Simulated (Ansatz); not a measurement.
cyclo-(F2SnO)3 (Sn₃O₃F₆). Total charge 0; singlet. Geometry PBE-D4/def2-SVP.

Cartesian coordinates in Å:
```
Sn 1.8024 -0.7294 -0.4826
F 3.3800 0.2523 -1.0117
F 2.2704 -2.6040 -0.5273
O 0.3454 -0.3041 -1.7710
Sn -1.5729 -0.2238 -1.2435
F -2.5446 0.7430 -2.6016
F -2.3202 -2.0074 -1.1577
O -1.8078 0.6643 0.5214
Sn -0.2715 0.9692 1.7488
F 0.3248 2.8036 1.5819
F -0.8448 0.7080 3.5723
O 1.2388 -0.2717 1.3708
```

In the def2 sets Sn takes a core potential, while STO-3G treats all electrons; there is no spin–orbit coupling.

Question: Estimate the orbital energies around the gap (eV) in Ansatz with HF/STO-3G, PBE-D4/def2-TZVP, BLYP-D4/def2-TZVP, r2SCAN-D4/def2-TZVP, PBE0-D4/def2-TZVP.

Answer: 
```csv
orbital,HF/STO-3G,PBE-D4/def2-TZVP,BLYP-D4/def2-TZVP,r2SCAN-D4/def2-TZVP,PBE0-D4/def2-TZVP
HOMO−9,-10.71,-10.13,-10.07,-10.66,-12.20
HOMO−8,-10.54,-10.12,-10.05,-10.63,-12.18
HOMO−7,-10.00,-10.08,-10.02,-10.61,-12.18
HOMO−6,-9.98,-10.07,-10.01,-10.60,-12.17
HOMO−5,-9.95,-10.00,-9.92,-10.50,-11.97
HOMO−4,-9.33,-9.43,-9.32,-9.89,-11.23
HOMO−3,-9.26,-9.40,-9.28,-9.83,-11.11
HOMO−2,-8.94,-9.29,-9.18,-9.74,-11.05
HOMO−1,-8.23,-9.09,-8.99,-9.57,-10.90
HOMO,-8.22,-9.06,-8.96,-9.53,-10.86
LUMO,5.95,-5.73,-5.70,-5.63,-4.94
LUMO+1,7.88,-4.35,-4.33,-4.15,-3.38
LUMO+2,7.91,-4.34,-4.32,-4.14,-3.37
LUMO+3,10.33,-1.64,-1.53,-1.39,-0.88
LUMO+4,10.56,-1.60,-1.51,-1.35,-0.80
LUMO+5,10.66,-0.93,-0.89,-0.57,-0.08
```
